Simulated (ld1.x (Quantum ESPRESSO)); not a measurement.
# Pseudopotential generation for Pt (Z = 78): PAW, PBE, non-relativistic.

- Element: platinum
- Generator: ld1.x (Quantum ESPRESSO) 7.5
- Type: PAW
- Functional: PBE
- Relativity: non-relativistic
- Frozen core: [Kr] 4d10
- Valence charge: 32
- Reference configuration: 4f14 5s2 5p6 5d9 6s1 6p0
- Partial waves: 5s (bound): rcut 1.55, rcutus 1.85 bohr; 6s (bound): rcut 1.55, rcutus 1.85 bohr; 5p (bound): rcut 1.50, rcutus 1.95 bohr; 6p (bound, empty): rcut 1.50, rcutus 1.95 bohr; 5d (bound): rcut 1.90, rcutus 2.15 bohr; 5d channel at 0.2 Ry: rcut 1.90, rcutus 2.15 bohr; 4f (bound): rcut 0.60, rcutus 0.75 bohr; 4f channel at -5.65 Ry: rcut 0.60, rcutus 0.75 bohr
- Local potential: all-electron potential smoothed inside 1.75 bohr (lloc = -1)
- Core correction: Bessel-smoothed model core inside 0.70 bohr
- Augmentation charge: BESSEL, radius 0.55 bohr

All-electron outer shells of the reference configuration (PBE, non-relativistic, ld1.x):

```tsv
shell	level (eV)	outermost node (bohr)	outermost maximum (bohr)
4p	-482.12	0.23	0.43
4d	-310.75	0.21	0.42
4f	-82.22	–	0.38
5s	-80.05	0.54	0.96
5p	-51.04	0.55	1.02
5d	-7.22	0.58	1.24
6s	-4.10	1.27	2.73
6p	-0.87	1.42	3.98
```

Results:

* Configuration tests: test run stopped at test 3 of 7 (negative rho)
* Lowest eigenvalue of the overlap operator: -0.53 (p channel); it is negative, so in a basis up to 400 Ry S is not positive definite and the file is unfit for use

The ghost test of this file was not conclusive. Its overlap operator is not positive definite in a basis up to 400 Ry (lowest eigenvalue p -0.53), so the file is unfit for use: the generalised eigenproblem breaks down once the basis is large enough, and its test numbers describe a broken file.

Generation and tests took about 2.2 s on one core of a shared server CPU.
